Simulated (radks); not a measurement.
Effect of the nuclear size on the tungsten ion W+, [Xe] 4f14 5d4 6s1. Calculated with a radial shooting solver on a logarithmic mesh with Libxc functionals: Dirac Kohn-Sham, LDA (Slater exchange, Perdew-Wang correlation), spin-unpolarised, spherical densities, finite nucleus; open shells fill j = l - 1/2 first; Fermi nuclear charge, rms radius 5.3658 fm. The rms radius is varied about that value; shifts are against it.

| rms radius (fm) | total energy shift (eV) | density at nucleus (e/bohr^3) | 1s1/2 shift (meV) | 2s1/2 shift (meV) | 5p1/2 shift (meV) | 6s1/2 shift (meV) | 5d3/2 shift (meV) | 6p1/2 (empty) shift (meV) | 7s1/2 (empty) shift (meV) |
|---|---|---|---|---|---|---|---|---|---|
| 4.3463 | -20.5 | 1.526e+06 | -8330 | -1170 | 0.352 | -1.10 | 0.429 | 0.139 | -0.155 |
| 5.178 | -4.00 | 1.436e+06 | -1620 | -228 | 0.068 | -0.214 | 0.084 | 0.027 | -0.030 |
| 5.3658 | 0 | 1.418e+06 | 0.000 | 0.000 | 0.000 | 0.000 | 0.000 | 0.000 | 0.000 |
| 5.7199 | 7.79 | 1.387e+06 | 3160 | 445 | -0.133 | 0.417 | -0.163 | -0.053 | 0.059 |
| 6.6751 | 30.4 | 1.315e+06 | 12300 | 1730 | -0.517 | 1.63 | -0.635 | -0.205 | 0.230 |

Slopes of the eigenvalues against <r^2> in GHz/fm^2, as finite differences over the two radii next to the reference (eigenvalue slopes, not the field-shift constants of lines): 1s1/2 196000, 2s1/2 27500, 5p1/2 -8.24, 6s1/2 25.8, 5d3/2 -10.1, 6p1/2 (empty) -3.26, 7s1/2 (empty) 3.65.
